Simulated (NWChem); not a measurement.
# C₄H₅Cl; SMILES CC=C=CCl

```xyz
10

C      0.5722     2.7106     0.2691
C     -0.2450     1.6957    -0.4698
C     -0.4794     0.4684    -0.0731
C     -0.7251    -0.7510     0.3291
Cl     0.2833    -2.1122    -0.0699
H      0.9777     2.3024     1.2044
H      1.4115     3.0574    -0.3554
H     -0.0364     3.5981     0.5076
H     -0.6840     2.0112    -1.4274
H     -1.5874    -1.0152     0.9479
```
Atoms are numbered in this order, from 1.

All runs: NWChem. All runs use the structure optimised with PBE0/def2-SVP. Level: PBE0/def2-SVP with SMD (1 M gas to 1 M solution), gas-phase geometry.

Q: What does the run give for solvent toluene? Quantities: solvation free energy (kcal/mol); cavity-dispersion-structure term (kcal/mol); dipole in solution (D).

A: 
| Property | Result |
|---|---|
| solvation free energy (kcal/mol) | -4.2 |
| cavity-dispersion-structure term (kcal/mol) | -2.4 |
| dipole in solution (D) | 2.48 |
